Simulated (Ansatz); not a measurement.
This geometry of Cl4H2NTa + FH (10 atoms, charge 0, multiplicity 1) is a first-order saddle point.

All numbers below come from Ansatz, RHF/def2-SVP.

```xyz
10
Properties=species:S:1:pos:R:3
Ta 0.062 -0.159 0.125
N 2.173 -0.005 0.215
H 2.596 0.459 1.002
H 2.678 0.225 -0.625
Cl 0.207 0.118 2.456
Cl 0.450 -0.532 -2.164
Cl -0.771 1.948 -0.216
Cl -1.798 -1.537 0.220
F 1.172 -2.086 0.455
H 1.959 -1.408 0.402
```

(1) Which two structures does it join? (They come from a converged band through this point; their orientation in space is the band's.)

(2) How far does it lie above each of them?

Results:

(1) Bonds broken: F9–H10. Bonds formed: Ta1–F9, N2–H10. Cl4H2NTa + FH becomes Cl4FH3NTa.

Image 0:

```xyz
10
Properties=species:S:1:pos:R:3
Ta -0.059 0.280 0.027
N 1.895 0.045 0.207
H 2.391 0.277 1.051
H 2.509 0.010 -0.589
Cl -0.027 0.661 2.349
Cl 0.303 -0.120 -2.263
Cl -0.971 2.360 -0.390
Cl -1.471 -1.530 0.232
F 2.030 -2.924 0.691
H 2.127 -2.034 0.556
```

Image 8:

```xyz
10
Properties=species:S:1:pos:R:3
Ta -0.045 -0.534 0.161
N 2.243 -0.003 0.236
H 2.463 0.653 0.969
H 2.578 0.382 -0.635
Cl 0.111 -0.128 2.487
Cl 0.438 -0.893 -2.127
Cl -0.275 1.781 -0.239
Cl -2.256 -1.158 0.108
F 0.707 -2.226 0.495
H 2.765 -0.849 0.416
```

(2) 0.221 eV above the first and 2.075 eV above the second. This is the barrier of this one path; another mechanism may lie lower. The orbitals stay closed-shell, which can raise the energy where a bond breaks towards radicals; this wasn't checked here.

Time of the run: 6.8 min on 4 threads of Arm Neoverse V1, on a shared host, peak memory 0.49 GiB.
